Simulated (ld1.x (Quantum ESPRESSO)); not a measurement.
# Logarithmic derivatives: Al, TM semilocal

```
Element                 : aluminium
Generator               : ld1.x (Quantum ESPRESSO) 7.5
Type                    : norm-conserving Troullier–Martins (semilocal form)
Functional              : PBE
Relativity              : scalar-relativistic
Frozen core             : [Ne]
Valence charge          : 3
Reference configuration : 3s2 3p1
Partial waves           : 3p (bound): rc 2.45 bohr; 3d channel at 0.15 Ry: rc 2.10 bohr; 3s (bound): rc 1.40 bohr
Local potential         : the s channel
Core correction         : Bessel-smoothed model core, default radius (core density twice the valence density)
```

The phase is arctan(r·u′/u) with u = r·R(r), unwrapped; energies in Ry, scanned from -3 to 5 Ry. A pole is an energy at which the radial function vanishes at the test radius. The pseudo phase is shifted by a multiple of π to meet the all-electron one at the reference energy, and phase errors are pseudo minus all-electron; the curves can meet again beyond the range given. Levels narrower than the energy grid can be missing from the lists of poles.

```json
{"channel": "s", "radius (bohr)": "2.66", "reference energy (Ry)": "-0.57", "poles, all-electron": "0.65", "poles, pseudo": "0.60, 3.99", "unbroken range about the reference energy with phases within 0.05 rad": "below 1.6", "phase error 1 Ry above the reference energy (rad)": "-0.007"}
{"channel": "p", "radius (bohr)": "2.66", "reference energy (Ry)": "-0.20", "poles, all-electron": "1.43", "poles, pseudo": "1.39", "unbroken range about the reference energy with phases within 0.05 rad": "below 3.0", "phase error 1 Ry above the reference energy (rad)": "-0.004"}
{"channel": "d", "radius (bohr)": "2.66", "reference energy (Ry)": "0.15", "poles, all-electron": "2.22", "poles, pseudo": "2.25", "unbroken range about the reference energy with phases within 0.05 rad": "below 3.7", "phase error 1 Ry above the reference energy (rad)": "+0.003"}
```

Phases in the p channel:

| E (Ry) | all-electron | pseudo |
| --- | --- | --- |
| -3.00 | 1.330 | 1.329 |
| -2.76 | 1.317 | 1.316 |
| -2.52 | 1.302 | 1.301 |
| -2.28 | 1.284 | 1.283 |
| -2.04 | 1.261 | 1.260 |
| -1.80 | 1.234 | 1.232 |
| -1.56 | 1.197 | 1.196 |
| -1.32 | 1.149 | 1.147 |
| -1.08 | 1.078 | 1.077 |
| -0.84 | 0.968 | 0.967 |
| -0.60 | 0.777 | 0.776 |
| -0.36 | 0.406 | 0.405 |
| -0.12 | -0.240 | -0.240 |
| 0.12 | -0.835 | -0.837 |
| 0.36 | -1.156 | -1.158 |
| 0.60 | -1.326 | -1.329 |
| 0.84 | -1.429 | -1.433 |
| 1.08 | -1.498 | -1.503 |
| 1.32 | -1.551 | -1.557 |
| 1.56 | -1.593 | -1.601 |
| 1.80 | -1.630 | -1.640 |
| 2.04 | -1.665 | -1.677 |
| 2.28 | -1.700 | -1.716 |
| 2.52 | -1.736 | -1.760 |
| 2.76 | -1.779 | -1.812 |
| 3.00 | -1.830 | -1.881 |
| 3.24 | -1.898 | -1.982 |
| 3.48 | -1.996 | -2.150 |
| 3.72 | -2.153 | -2.470 |
| 3.96 | -2.438 | -3.086 |
| 4.20 | -2.966 | -3.759 |
| 4.44 | -3.613 | -4.132 |
| 4.68 | -4.030 | -4.321 |
| 4.92 | -4.250 | -4.429 |
